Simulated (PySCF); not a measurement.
A calculated (B3LYP, PySCF 2.14, ANO-RCC-VTZP, scalar relativity by spin-free X2C-1e) atom or ion has these occupied shells.

```tsv
shell	electrons	orbital energy (eV)	rms radius, mean of both spins (bohr)
1s β	1	-18849.6	0.0415
1s α	1	-18849.6	0.0415
2s α	1	-2658.6	0.171
2s β	1	-2658.2	0.171
2p α	3	-2374.7	0.152
2p β	3	-2374.4	0.152
3s α	1	-455.39	0.474
3s β	1	-455.18	0.474
3p α	3	-361.93	0.480
3p β	3	-361.69	0.480
3d α	5	-208.84	0.475
3d β	5	-208.43	0.475
4s α	1	-68.929	1.24
4s β	1	-66.689	1.24
4p α	3	-44.246	1.40
4p β	3	-41.546	1.40
4d α	4	-11.297	2.28
```

Task: Name the element and its charge.

Result: Nb⁺ (niobium, charge +1), in [Kr] 4d4, high-spin 5D determinant.
